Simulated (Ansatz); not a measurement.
C₂H₁₁BO₂Si, 17 atoms. The species carries charge 0 and has multiplicity 1. The bonds changed during the relaxation, so this is another structure than the one it started from. All runs use 4 threads of an Arm Neoverse V2 on a shared host. Correlated methods freeze the cores.

(1) Give the basis size and wall time and peak host memory of each of these runs in Ansatz. RKS PBE0-D4/def2-QZVPP energy; RKS ωB97M-V/def2-SVP energy; RHF-CCSD(T)/def2-SVP energy; RKS revPBE-D4/def2-TZVPP energy; RKS SPW92 (LDA)/def2-TZVPP energy; direct RPA on PBE orbitals/def2-TZVPP energy; RKS BHLYP-D4/def2-TZVPP energy; RHF-MP2/def2-QZVPP energy; RKS r2SCANh-D4/def2-TZVPP energy; RKS ωB97M-V/def2-QZVPP energy; RKS PBE0-D4/def2-TZVP relaxation (29 steps); RKS PBE0-D4/def2-SVP energy. (Best estimate.)

## Answers

(1) Computed: Other jobs shared the machine, so times are rough.

```
                                level                    job  functions  wall time  peak host memory (GiB)
                 RKS PBE0-D4/def2-SVP                 energy        143      1.6 s                    0.38
           RKS SPW92 (LDA)/def2-TZVPP                 energy        351      1.9 s                    0.56
             RKS revPBE-D4/def2-TZVPP                 energy        351      3.2 s                    0.57
              RKS BHLYP-D4/def2-TZVPP                 energy        351      4.8 s                     1.2
                 RKS ωB97M-V/def2-SVP                 energy        143      6.5 s                    0.52
            RKS r2SCANh-D4/def2-TZVPP                 energy        351      7.5 s                     1.2
direct RPA on PBE orbitals/def2-TZVPP                 energy        351        9 s                     1.2
               RKS PBE0-D4/def2-QZVPP                 energy        685       15 s                     3.1
                 RHF-CCSD(T)/def2-SVP                 energy        143       19 s                     1.2
               RKS ωB97M-V/def2-QZVPP                 energy        685       30 s                     3.8
                   RHF-MP2/def2-QZVPP                 energy        685       47 s                     6.8
                RKS PBE0-D4/def2-TZVP  relaxation (29 steps)        258    2.2 min                    0.84
```
